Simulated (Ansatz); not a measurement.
Relaxation of the cluster NbS₂⁻ with RKS B3LYP-D4/def2-TZVPD.

```sh
$ ansatz run in.yaml --threads 4 --pin off --events-out ev --progress --plain --max-ram 3916MiB
```

```yaml
crystal:
  periodic: [false, false, false]
  atoms:
    - {symbol: Nb, position_ang: [0.661780, 0.140480, 0.559640]}
    - {symbol: S, position_ang: [0.842700, 0.006240, -1.687140]}
    - {symbol: S, position_ang: [-1.504480, -0.146720, 1.127510]}
basis:
  gaussian: {orbitals: def2-TZVPD}
total_charge: -1
hamiltonian: {xc: {name: B3LYP}, dispersion: d4}
scf: {lower_state_search: "off"}
output: {orbitals: {seedname: orbitals}}
relax: {f_tol: 0.02, max_steps: 100}
```

It took 8.5 s on 4 threads of Arm Neoverse N1 on a shared host.

Positions (Å) and forces (eV/Å) at steps 1, 2, 3, 4 of 4:

```xyz
3
step=1 energy=-23226.3634 eV
Nb    0.662    0.140    0.560   -1.720   -0.365   -1.458
S     0.843    0.006   -1.687    0.044    0.130    1.709
S    -1.504   -0.147    1.128    1.676    0.236   -0.251
3
step=2 energy=-23226.4861 eV
Nb    0.573    0.122    0.485    0.867    0.184    0.735
S     0.879    0.015   -1.641   -0.042   -0.067   -0.838
S    -1.453   -0.137    1.156   -0.825   -0.118    0.103
3
step=3 energy=-23226.5198 eV
Nb    0.606    0.129    0.512   -0.037   -0.008   -0.031
S     0.860    0.011   -1.651   -0.025    0.001    0.068
S    -1.467   -0.140    1.139    0.062    0.007   -0.036
3
step=4 energy=-23226.5202 eV
Nb    0.608    0.129    0.514   -0.005   -0.001   -0.005
S     0.855    0.011   -1.648   -0.005    0.000    0.011
S    -1.464   -0.140    1.133    0.010    0.001   -0.007
```

In the def2 sets Nb takes a core potential; there is no spin–orbit coupling. The restricted singlet is unstable towards broken spin symmetry at other levels; at B3LYP-D4/def2-TZVPD this wasn't settled. At B3LYP-D4/def2-TZVPD a triplet of charge -1 lies 0.36 eV below the restricted singlet, each at its own geometry. The structure comes from a short search, and lower isomers may exist.
